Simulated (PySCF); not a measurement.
# `C=C/C=C\[C@@](F)(Cl)CO`, C6H8ClFO

Geometry (Å), atoms numbered from 1 in this order:
```xyz
17

C     3.321    0.067    0.867
C     2.056   -0.126    0.505
C     1.007    0.811    0.833
C    -0.291    0.689    0.539
C    -0.923   -0.435   -0.207
F    -0.206   -0.816   -1.308
Cl   -0.997   -1.903    0.876
C    -2.357   -0.125   -0.653
O    -3.181    0.213    0.419
H     4.095   -0.642    0.628
H     3.625    0.943    1.416
H     1.782   -1.014   -0.046
H     1.322    1.689    1.383
H    -1.003    1.429    0.873
H    -2.331    0.744   -1.318
H    -2.743   -0.987   -1.214
H    -3.184   -0.524    1.046
```

Level of theory: quadratic response CAM-B3LYP/def2-SVPD first hyperpolarisability, Taylor convention, gas phase in PySCF. Geometry: GFN2-xTB.

(1) What is the first hyperpolarisability, and how does it disperse?

(2) Which lowest excitations, dipole and polarisabilities go with it?

Answers

(1) In au, Taylor convention; the vector part is βᵢ = ⅓ Σⱼ (βᵢⱼⱼ + βⱼᵢⱼ + βⱼⱼᵢ); β∥ is 3/5 of the vector part along the dipole, the dipole points from − to +:
| process | λ (nm) | β vector norm | β∥ | β HRS | depolarisation ratio |
| --- | --- | --- | --- | --- | --- |
| static β(0;0,0) | ∞ | 147.1 | 79.8 | 57.9 | 6.04 |
| second harmonic β(−2ω;ω,ω) | 1907 | 162.6 | 88.8 | 64.0 | 5.99 |
| Pockels β(−ω;ω,0) | 1907 | 152.0 | 82.7 | – | – |
| second harmonic β(−2ω;ω,ω) | 1064 | 206.9 | 114.4 | 81.6 | 5.82 |
| Pockels β(−ω;ω,0) | 1064 | 163.7 | 89.5 | – | – |

(2) S1 5.35 eV (f = 0.623); S2 6.24 eV (f = 0.018); S3 6.82 eV (f = 0.068); dipole 1.05 D; isotropic α 98.4 au static, 98.9 au at 1907 nm, 99.8 au at 1064 nm, 100.2 au at 953.5 nm, 104.6 au at 532 nm.
